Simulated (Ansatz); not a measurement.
Frontier orbitals of `CC(C)[O][Sn]([Cl])([Cl])[O]C(C)C`.

Charge 0, multiplicity 1. Correlated methods include outer-core shells of Sn, which these sets cover unevenly. Sn takes the def2 core potential. All single points use the PBE0-D4/def2-TZVP geometry. It is one conformer, not always the lowest. Basis def2-TZVPP, the Gaussian-basis code of Ansatz.

```
functional  HOMO (eV)  LUMO (eV)
    revPBE      -6.62      -2.95
```

Task: Give HOMO and LUMO (eV) with LDA (SPW92), PBE, BLYP, r2SCAN, B97M-V, PBE0, B3LYP, r2SCANh, r2SCAN0, HSE06 (plane-wave form), BHLYP, CAM-B3LYP, LC-ωPBE, ωB97X-V, ωB97M-V, HF. (Estimate.)

Result: Ansatz gave: 
```json
{"functional": "LDA (SPW92)", "HOMO": "-6.88", "LUMO": "-3.40"}
{"functional": "PBE", "HOMO": "-6.69", "LUMO": "-3.07"}
{"functional": "BLYP", "HOMO": "-6.59", "LUMO": "-3.00"}
{"functional": "r2SCAN", "HOMO": "-7.03", "LUMO": "-2.87"}
{"functional": "B97M-V", "HOMO": "-7.18", "LUMO": "-2.83"}
{"functional": "PBE0", "HOMO": "-8.24", "LUMO": "-2.14"}
{"functional": "B3LYP", "HOMO": "-7.99", "LUMO": "-2.44"}
{"functional": "r2SCANh", "HOMO": "-7.61", "LUMO": "-2.54"}
{"functional": "r2SCAN0", "HOMO": "-8.48", "LUMO": "-2.02"}
{"functional": "HSE06 (plane-wave form)", "HOMO": "-7.84", "LUMO": "-2.51"}
{"functional": "BHLYP", "HOMO": "-9.72", "LUMO": "-1.11"}
{"functional": "CAM-B3LYP", "HOMO": "-9.68", "LUMO": "-1.12"}
{"functional": "LC-ωPBE", "HOMO": "-11.01", "LUMO": "0.16"}
{"functional": "ωB97X-V", "HOMO": "-10.69", "LUMO": "0.02"}
{"functional": "ωB97M-V", "HOMO": "-10.61", "LUMO": "-0.11"}
{"functional": "HF", "HOMO": "-12.03", "LUMO": "1.79"}
```

B3LYP here is the variant with VWN-RPA as its local correlation; programs differ in this. LC-ωPBE has ω = 0.4 bohr⁻¹.
